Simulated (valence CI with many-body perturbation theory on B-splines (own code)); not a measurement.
## Gd24+: magnetic and hyperfine properties of the levels

Computed by valence CI with perturbative core correlation (CI+MBPT): four valence electrons over a frozen Dirac-Fock core [Kr], a basis of 9 s, 9 p, 10 d, 8 f, 5 g, 3 h, 1 i functions for each j, with the one-electron correlation potential Σ1, the two-electron term Σ2, the three-electron term Σ3, Breit, model QED; selected CI, second order for the rest (own B-spline code, finite nucleus).

No measured spectrum was set against this ion. As an estimate, terms of the open shell hold to 2 to 4 % of their energy, and close levels can change places. Only levels of the ground parity were solved; by the run's estimate the other parity begins above the list, which can be wrong where configurations are misplaced.

A/g_I is the dipole constant over the nuclear g factor μ/I (μ in nuclear magnetons, uniformly magnetised nucleus), B/Q the quadrupole constant per barn. Both hold the static response of the core; the bare values leave it out. Large factors of s and p1/2 electrons are usually good to 5 to 10 %; those of open d and f shells near neutrality can be off by tens of per cent, and small factors of p3/2, d and f electrons come from cancelling terms and can be off by a factor of two or in sign, in half-filled shells by more. B is blank for J = 1/2, where it vanishes, and for nearly pure S terms. Energies count from the lowest level. Levels with J = 0 are left out.

Levels are named by their leading jj configuration (3d3/2^4 stands for four electrons in 3d with j = 3/2), which in mixed levels can hold well under half, so a name can repeat and another be missing. Letters in brackets count levels of one name in rising energy.

| Level | E (cm⁻¹) | g | A/g_I (MHz) | A/g_I bare | B/Q (MHz/b) | B/Q bare |
| --- | --- | --- | --- | --- | --- | --- |
| (4d3/2^3 4d5/2) J=1 | 40789 | 1.498 | -966 | -294 | 2950 | 2810 |
| (4d3/2^3 4d5/2) J=2 | 63674 | 1.381 | 3030 | 3490 | 3990 | 3810 |
| (4d3/2^3 4d5/2) J=4 | 71301 | 1.144 | 7220 | 7290 | -1150 | -1150 |
| (4d3/2^3 4d5/2) J=3 | 74479 | 1.294 | 5330 | 5640 | 1450 | 1370 |
| (4d3/2^2 4d5/2^2) J=4 [a] | 111640 | 1.148 | 6100 | 6180 | -2630 | -2540 |
| (4d3/2^2 4d5/2^2) J=2 [a] | 117970 | 1.025 | 4960 | 4860 | 5630 | 5390 |
| (4d3/2^2 4d5/2^2) J=3 [a] | 118180 | 1.030 | 6420 | 6320 | 1630 | 1560 |
| (4d3/2^2 4d5/2^2) J=5 | 128250 | 1.080 | 7040 | 7010 | 6800 | 6480 |
| (4d3/2^2 4d5/2^2) J=1 | 133210 | 1.223 | 6850 | 7040 | 108 | 85.5 |
| (4d3/2^2 4d5/2^2) J=6 | 136180 | 1.094 | 7360 | 7340 | 7790 | 7430 |
| (4d3/2^2 4d5/2^2) J=4 [b] | 145520 | 1.030 | 8100 | 7980 | -3190 | -3030 |
| (4d3/2^2 4d5/2^2) J=3 [b] | 148020 | 1.144 | 7380 | 7440 | 2820 | 2700 |
| (4d3/2^2 4d5/2^2) J=2 [b] | 148160 | 1.131 | 6650 | 6700 | 1920 | 1830 |
| (4d3/2 4d5/2^3) J=4 [a] | 170250 | 1.209 | 5020 | 5200 | 3200 | 3060 |
| (4d3/2^2 4d5/2^2) J=2 [c] | 175910 | 1.038 | 9510 | 9390 | -165 | -173 |
| (4d3/2 4d5/2^3) J=3 [a] | 183230 | 1.120 | 4700 | 4750 | 797 | 779 |
| (4d3/2 4d5/2^3) J=5 | 194170 | 1.149 | 6000 | 6080 | -4540 | -4350 |
| (4d3/2 4d5/2^3) J=1 [a] | 194850 | 0.814 | 8630 | 8180 | 3020 | 2880 |
| (4d3/2^2 4d5/2^2) J=4 [c] | 196450 | 1.112 | 5730 | 5760 | 5160 | 4930 |
| (4d3/2 4d5/2^3) J=6 | 198270 | 1.068 | 7030 | 6980 | 9510 | 9120 |
| (4d3/2^2 4d5/2^2) J=2 [d] | 204880 | 1.337 | 4910 | 5290 | -1970 | -1860 |
| (4d3/2 4d5/2^3) J=2 [a] | 218660 | 0.979 | 8350 | 8150 | 6400 | 6100 |
| (4d3/2 4d5/2^3) J=3 [b] | 219890 | 1.085 | 6770 | 6740 | 4190 | 4030 |
| (4d3/2 4d5/2^3) J=3 [c] | 250370 | 1.064 | 7530 | 7470 | 10000 | 9550 |
| (4d3/2 4d5/2^3) J=1 [b] | 251330 | 1.458 | 846 | 1440 | -4250 | -4050 |
| (4d3/2 4d5/2^3) J=4 [b] | 255130 | 1.034 | 7340 | 7230 | 7530 | 7220 |
| (4d3/2 4d5/2^3) J=2 [b] | 259040 | 1.083 | 7130 | 7100 | -3730 | -3560 |
| (4d5/2^4) J=4 | 267780 | 1.158 | 5480 | 5580 | -6850 | -6530 |
| (4d5/2^4) J=2 | 302950 | 1.009 | 6290 | 6160 | -2750 | -2620 |

Problem. Take the isotope of mass number 157, with I = 3/2, μ = -0.3398 μN and Q = 1.35 b. What is the hyperfine structure of (4d3/2^2 4d5/2^2) J=3 [a]?

Solution. From the table A = -1460 MHz, B = 2210 MHz. Shifts from the centre of gravity in MHz: F = 3/2: 10100, F = 5/2: 4780, F = 7/2: -1100, F = 9/2: -6020.
